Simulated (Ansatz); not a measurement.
Energy needed to pull apart SiHSeO (SMILES [O][SiH]=[Se]), doublet, into free ground-state atoms, from the structure below (displaced at random from a GFN2-xTB minimum); no zero-point or spin–orbit terms; open-shell atoms are treated unrestricted, in their ground-state multiplicity.

O1  (-1.237, -0.601, 0.923)
Si2  (-0.282, 0.088, 0.041)
Se3  (1.988, -0.502, 0.171)
H4  (-0.542, 1.001, -1.026)
(Å)

Computed with Ansatz 0.2.0 (basis: def2-TZVPP); correlated methods freeze the cores; orbitals are unrestricted. Filled d shells of the heavier atoms are correlated. The def2 sets are not built for correlating such inner shells, so the correlated values are less sure here. B3LYP uses VWN-RPA correlation.

| method | atomization energy (kcal/mol) |
| --- | --- |
| PBE-D4 | 296.1 |
| revPBE-D4 | ? |
| r2SCAN-D4 | 290.3 |
| PBE0-D4 | 282.0 |
| B3LYP-D4 | 285.5 |
| wB97M-V | 285.3 |
| HF | 178.0 |
| MP2 | ? |
| CCSD | 265.2 |
| CCSD(T) | 273.7 |

(1) What does revPBE-D4 give? (Judge from chemistry; the value comes from the calculation.)

(2) What does MP2 give? (Judge from chemistry; the value comes from the calculation.)

The T1 diagnostic stays at or below 0.017. ⟨S²⟩ of the unrestricted Hartree–Fock references: 0.76 (a pure state has 0.75).

Results:

(1) Computed: 286.3 kcal/mol, which is about 12.6 kcal/mol more than CCSD(T)/def2-TZVPP.

(2) By the calculation: 285.9 kcal/mol, which is about 12.3 kcal/mol more than CCSD(T)/def2-TZVPP.

In triple zeta the MP2 and coupled-cluster atomization energies are still short of their basis limit by a few kcal/mol a bond, whereas those of the functionals are nearly converged, so these differences are not deviations from converged CCSD(T).

For scale, one of the runs: CCSD(T)/def2-TZVPP forces, 135 basis functions (an equivalent command: `ansatz run in.yaml --threads 4`). The run took 4.5 min on 4 CPU threads (shared host), with 2.9 GiB of host memory at its peak.
